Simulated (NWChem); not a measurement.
System: CaHSF; SMILES [Ca]([SH])[F]

NWChem input:

```
start job
memory heap 200 mb stack 900 mb global 1100 mb
geometry units angstroms
  Ca     0.127598    -0.264633     0.756603
  F      0.427811    -1.988691     0.109243
  S     -0.391743     1.430535    -1.002041
  H     -0.674976     2.497992    -0.266032
end
basis spherical
  * library def2-svp
end
dft
  xc pbe0
  iterations 150
end
driver
  maxiter 120
end
task dft optimize
task dft freq
```

NWChem printed, in part:

```
             Northwest Computational Chemistry Package (NWChem) 7.3.0
             --------------------------------------------------------

 C1  symmetry detected

                             Geometry "geometry" -> ""
                             -------------------------

 Output coordinates in angstroms (scale by  1.889725989 to convert to a.u.)

  No.       Tag          Charge          X              Y              Z
 ---- ---------------- ---------- -------------- -------------- --------------
    1 Ca                  20.0000     0.55133816     0.62569988     0.00383888
    2 F                    9.0000    -0.77658328     1.93648182    -0.00352088
    3 S                   16.0000    -0.30372326    -1.72057546     0.00440225
    4 H                    1.0000     0.82205857    -2.41312667    -0.11552577

 Effective nuclear repulsion energy (a.u.)     150.3968989739

                                Z-matrix (autoz)
                                --------

 Units are Angstrom for bonds and degrees for angles

      Type          Name      I     J     K     L     M      Value
      ----------- --------  ----- ----- ----- ----- ----- ----------
    1 Stretch                  1     2                       1.86590
    2 Stretch                  1     3                       2.49723
    3 Stretch                  3     4                       1.32718
    4 Bend                     1     3     4               101.52609
    5 Bend                     2     1     3               114.60426
    6 Torsion                  2     1     3     4         174.46319

                           NWChem Geometry Optimization
                           ----------------------------

 maximum gradient threshold         (gmax) =   0.000450
 rms gradient threshold             (grms) =   0.000300
 maximum cartesian step threshold   (xmax) =   0.001800
 rms cartesian step threshold       (xrms) =   0.001200
 fixed trust radius                (trust) =   0.300000
 source of zmatrix                         =   autoz

          -------------------
          Energy Minimization
          -------------------

 Using diagonal initial Hessian
 Scaling for Hessian diagonals: bonds = 1.00  angles = 0.25  torsions = 0.10

          --------
          Step   0

                                 NWChem DFT Module
                                 -----------------

 Summary of "ao basis" -> "ao basis" (spherical)
 ------------------------------------------------------------------------------
       Tag                 Description            Shells   Functions and Types
 ---------------- ------------------------------  ------  ---------------------
 Ca                         def2-svp                10       24   5s3p2d
 F                          def2-svp                 6       14   3s2p1d
 S                          def2-svp                 8       18   4s3p1d
 H                          def2-svp                 3        5   2s1p

            General Information
            -------------------
          SCF calculation type: DFT
          Wavefunction type:  closed shell.
          No. of atoms     :     4
          No. of electrons :    46
           Alpha electrons :    23
            Beta electrons :    23
          Charge           :     0
          Spin multiplicity:     1
          Use of symmetry is: off; symmetry adaption is: off
          Maximum number of iterations: 150
          AO basis - number of functions:    61
                     number of shells:    27
          Convergence on energy requested:  1.00D-06
          Convergence on density requested:  1.00D-05
          Convergence on gradient requested:  5.00D-04

              XC Information
              --------------
                         PBE0 Method XC Functional
                     Hartree-Fock (Exact) Exchange  0.250
          PerdewBurkeErnzerhof Exchange Functional  0.750
            Perdew 1991 LDA Correlation Functional  1.000 local
           PerdewBurkeErnz. Correlation Functional  1.000 non-local

             Grid Information
             ----------------
          Grid used for XC integration:  medium
          Radial quadrature: Mura-Knowles
          Angular quadrature: Lebedev.
          Tag              B.-S. Rad. Rad. Pts. Rad. Cut. Ang. Pts.
          ---              ---------- --------- --------- ---------
          Ca                  1.80      112          11.0       590
          F                   0.50       49          12.0       434
          S                   1.00       88          10.0       590
          H                   0.35       45          12.0       434
          Grid pruning is: on
          Number of quadrature shells:   294
          Spatial weights used:  Erf1

      Superposition of Atomic Density Guess
      -------------------------------------

 Sum of atomic energies:       -1173.79981277

[...]

      ----------------------
      Optimization converged
      ----------------------

  Step       Energy      Delta E   Gmax     Grms     Xrms     Xmax
  ---- ---------------- -------- -------- -------- -------- --------
@    9   -1175.64671265 -1.4D-07  0.00005  0.00002  0.00026  0.00062
                                     ok       ok       ok       ok

                                Z-matrix (autoz)
                                --------

 Units are Angstrom for bonds and degrees for angles

      Type          Name      I     J     K     L     M      Value     Gradient
      ----------- --------  ----- ----- ----- ----- ----- ---------- ----------
    1 Stretch                  1     2                       1.95591    0.00002
    2 Stretch                  1     3                       2.60391   -0.00001
    3 Stretch                  3     4                       1.35450    0.00002
    4 Bend                     1     3     4                93.25529   -0.00005
    5 Bend                     2     1     3               150.99318   -0.00000
    6 Torsion                  2     1     3     4        -179.89605    0.00000

                         Geometry "geometry" -> "geometry"
                         ---------------------------------

 Output coordinates in angstroms (scale by  1.889725989 to convert to a.u.)

  No.       Tag          Charge          X              Y              Z
 ---- ---------------- ---------- -------------- -------------- --------------
    1 Ca                  20.0000     0.11956822     0.50506606    -0.01499017
    2 F                    9.0000    -0.53669301     2.34714523     0.02558966
    3 S                   16.0000    -0.30560854    -2.06368466    -0.04794704
    4 H                    1.0000     1.01582351    -2.36004706    -0.07345797

 Effective nuclear repulsion energy (a.u.)     141.7176145650

                Final and change from initial internal coordinates
                --------------------------------------------------

                                Z-matrix (autoz)
                                --------

 Units are Angstrom for bonds and degrees for angles

      Type          Name      I     J     K     L     M      Value       Change
      ----------- --------  ----- ----- ----- ----- ----- ---------- ----------
    1 Stretch                  1     2                       1.95591    0.09001
    2 Stretch                  1     3                       2.60391    0.10668
    3 Stretch                  3     4                       1.35450    0.02732
    4 Bend                     1     3     4                93.25529   -8.27081
    5 Bend                     2     1     3               150.99318   36.38892
    6 Torsion                  2     1     3     4        -179.89605    5.64076

[...]

 Rotational Constants
 --------------------
 A=   2.157279 cm-1  (  3.103774 K)
 B=   0.065688 cm-1  (  0.094508 K)
 C=   0.063747 cm-1  (  0.091715 K)

 Temperature                      =   298.15K
 frequency scaling parameter      =   1.0000

 Zero-Point correction to Energy  =    5.863 kcal/mol  (  0.009344 au)
 Thermal correction to Energy     =    9.236 kcal/mol  (  0.014719 au)
 Thermal correction to Enthalpy   =    9.829 kcal/mol  (  0.015663 au)

 Total Entropy                    =   76.307 cal/mol-K
   - Translational                =   39.450 cal/mol-K (mol. weight =  91.9409)
   - Rotational                   =   24.683 cal/mol-K (symmetry #  =        1)
   - Vibrational                  =   12.175 cal/mol-K

 Cv (constant volume heat capacity) =   14.068 cal/mol-K
   - Translational                  =    2.979 cal/mol-K
   - Rotational                     =    2.979 cal/mol-K
   - Vibrational                    =    8.109 cal/mol-K

[normal modes left out]

 ----------------------------------------------------------------------------
 Normal Eigenvalue ||           Projected Infra Red Intensities
  Mode   [cm**-1]  || [atomic units] [(debye/angs)**2] [(KM/mol)] [arbitrary]
 ------ ---------- || -------------- ----------------- ---------- -----------
    1       -0.000 ||    0.001761           0.041         1.717       0.527
    2       -0.000 ||    0.001123           0.026         1.095       0.336
    3       -0.000 ||    0.015986           0.369        15.584       4.782
    4       -0.000 ||    0.023245           0.536        22.661       6.953
    5        0.000 ||    0.050169           1.157        48.907      15.007
    6        0.000 ||    0.000106           0.002         0.104       0.032
    7       49.740 ||    0.000433           0.010         0.423       0.130
    8       58.577 ||    0.057571           1.328        56.123      17.221
    9      309.721 ||    0.015735           0.363        15.339       4.707
   10      369.370 ||    0.028683           0.662        27.962       8.580
   11      629.693 ||    0.192292           4.436       187.456      57.518
   12     2686.275 ||    0.014071           0.325        13.717       4.209
 ----------------------------------------------------------------------------
```

Level: PBE0/def2-SVP.
